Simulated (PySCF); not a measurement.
Coordinates in bohr (charge 0 multiplicity 1):
```
Pb    0.0000    0.0000    0.0000
S     4.2406    0.0000    0.0000
S    -4.2406    0.0000    0.0000
```

Computed with PySCF, PBE0, basis Pb def2-TZVP with ECP60, S def2-TZVP (scalar-relativistic core potentials, no spin–orbit coupling, density fitting).

This geometry of PbS2 is a stationary point at this level.

Q: What is the point group?

A: D∞h.

Q: Is it a minimum?

A: Yes: all harmonic wavenumbers are real.

Q: List the harmonic modes with their infrared intensities.

A: 
```tsv
symmetry	ω (cm⁻¹)	IR (km/mol, summed over degenerate members)
πu	89	13.5
σg+	415	0.0
σu+	486	62.4
```

Q: Give the ideal-gas entropy at 298.15 K and 1 bar by parts.

A: translation 178.8, rotation 71.4, vibration 37.5, spin 0.0; total 287.7 J/(mol K).

In D∞h the vibrations span πu + σg+ + σu+. The σg+ mode carries no infrared intensity, as symmetry demands. With a centre of inversion only u modes can be infrared active and only g modes Raman active.

No spin–orbit coupling is included, which matters more the heavier the element.
